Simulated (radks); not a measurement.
Spherical quantum dot in the effective-mass picture: electrons in a well V = -V0 / (1 + exp((r - R)/a)) with V0 = 19.4, R = 3.41, a = 0.18, all in effective atomic units (hartree* = m*/eps^2 hartree, bohr* = eps/m* bohr), one dielectric constant everywhere. Method: non-relativistic Kohn-Sham, PBE, spin-polarised, spherical densities; computed with a radial shooting solver with Libxc functionals. Levels are named by radial order and angular momentum (1s, 1p, 1d, 2s, ...), and open shells are averaged over m. Results are scaled to m* = 0.367 and eps = 13.9, for which hartree* = 51.69 meV and bohr* = 2.004 nm.

N = 27, configuration 1s2 1p6 1d10 1f(up 7, down 2). This is the lowest configuration that the search found. Occupied and some empty levels:

level,occupation,eigenvalue (meV),<r> (nm)
1s up,1,-444.57,4.496
1s down,1,-441.80,4.466
1p up,3,-432.29,4.687
1p down,3,-429.30,4.670
1d up,5,-411.27,4.855
1d down,5,-408.10,4.846
1f up,7,-382.78,5.001
1f down,2,-379.48,4.995
2s up,0,-363.13,3.134
2s down,0,-362.01,3.137
1g up,0,-347.57,5.128
1g down,0,-344.17,5.125
2p up,0,-325.54,3.674
2p down,0,-324.07,3.670
2d up,0,-281.25,4.031
2d down,0,-279.46,4.026

Energy (meV): total -17983.1, kinetic 1860.3, external -26310, Hartree 7195.7, exchange-correlation -729.06.

Electron density:

r (nm),n(r) (e/nm^3)
0.444,0.001070
1.19,0.001896
1.93,0.004375
2.67,0.01036
3.41,0.02163
4.15,0.03561
4.89,0.04033
5.63,0.02420
6.38,0.004788
7.12,0.0002218
7.86,4.237e-06
8.60,7.040e-08
9.34,1.222e-09
